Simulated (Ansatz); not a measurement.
Ansatz (a program for electronic structure) input (PBE/def2-TZVP):

Ansatz 0.2 input:
```yaml
crystal:
  periodic: [false, false, false]
  atoms:
    - {symbol: B, position_ang: [-0.00000000, -0.00000000, -2.21817101]}
    - {symbol: I, position_ang: [0.00000000, 0.00000000, 0.20926142]}
basis:
  gaussian:
    orbitals: def2-TZVP
hamiltonian:
  xc: {name: PBE}
total_charge: -1
magnetization: {spin_polarized: true, initial_magnetization: 1}
relax: {f_tol: 0.003, max_steps: 100}
```

Output:

```
Functional definition: PBE
integrals: 0.01 GiB planned
536 factors; their error is unknown
mean field: 0.19 GiB planned
mean field evaluation 1: about -8767.9327 eV, gradient 2.9e1 eV
mean field evaluation 2: about -8744.1198 eV, gradient 5.5e1 eV
mean field evaluation 4: about -8773.9669 eV, gradient 7.1e0 eV
mean field evaluation 8: about -8774.1241 eV, gradient 8.8e-2 eV
mean field evaluation 16: about -8774.1242 eV, gradient 1.5e-5 eV
mean field evaluation 32: about -8772.3400 eV, gradient 2.1e-5 eV
mean field -8774.12417829 eV, -322.4431162371 hartree, gradient 1.5e-5 eV, S^2 0.754402; 5 other end points of the search recorded, 0 dependent functions left out
the calculation of the forces begins
reference -8774.12420404 eV, -322.4431171835 hartree; 16, 15 occupied and 65, 66 virtual orbitals, 536 factors
relax step   1: F+E_penalty+E_count = -8774.12417829 eV  Δ(F+E_penalty+E_count) = +0.000e0 eV  max|allowed force component| = 2.037e-1 eV/Å  Δτ_max = 0.0000 Å  (132 SCF iters, accepted)
these checks for a lower state are left out or cut short: starts, cluster_reference, orbital_swaps, neighbouring_geometries, increment
integrals: 0.01 GiB planned
536 factors; their error is unknown
mean field: 0.19 GiB planned
mean field -8774.12940130 eV, -322.4433081793 hartree, gradient 1.0e-5 eV, S^2 0.754424; 0 other end points of the search recorded, 0 dependent functions left out
the calculation of the forces begins
reference -8774.12942683 eV, -322.4433091174 hartree; 16, 15 occupied and 65, 66 virtual orbitals, 536 factors
relax step   2: F+E_penalty+E_count = -8774.12940130 eV  Δ(F+E_penalty+E_count) = -5.223e-3 eV  max|allowed force component| = 5.610e-2 eV/Å  Δτ_max = 0.0327 Å  (35 SCF iters, accepted)
these checks for a lower state are left out or cut short: starts, cluster_reference, orbital_swaps, neighbouring_geometries, increment
integrals: 0.01 GiB planned
536 factors; their error is unknown
mean field: 0.19 GiB planned
mean field evaluation 64: about -8774.1298 eV, gradient 2.6e-5 eV
mean field -8774.12975160 eV, -322.4433210527 hartree, gradient 2.6e-5 eV, S^2 0.754420; 0 other end points of the search recorded, 0 dependent functions left out
the calculation of the forces begins
reference -8774.12977718 eV, -322.4433219925 hartree; 16, 15 occupied and 65, 66 virtual orbitals, 536 factors
relax step   3: F+E_penalty+E_count = -8774.12975160 eV  Δ(F+E_penalty+E_count) = -3.503e-4 eV  max|allowed force component| = 1.658e-3 eV/Å  Δτ_max = 0.0061 Å  (35 SCF iters, accepted)
integrals: 0.01 GiB planned
536 factors; their error is unknown
mean field: 0.19 GiB planned
mean field evaluation 96: about -8774.0987 eV, gradient 6.4e-1 eV
mean field -8774.12975160 eV, -322.4433210527 hartree, gradient 2.7e-5 eV, S^2 0.754420; 3 other end points of the search recorded, 0 dependent functions left out
the calculation of the forces begins
reference -8774.12977718 eV, -322.4433219925 hartree; 16, 15 occupied and 65, 66 virtual orbitals, 536 factors
Total energy: -8774.12977718 eV, -322.4433219925 hartree
Atom 0 at     0.000000     0.000000    -2.191607 Å, force     0.000000     0.000000    -0.001658 eV/Å
Atom 1 at    -0.000000    -0.000000     0.182697 Å, force    -0.000000    -0.000000     0.001658 eV/Å
Dipole moment:    -0.000000    -0.000000     1.211642 e Å
```
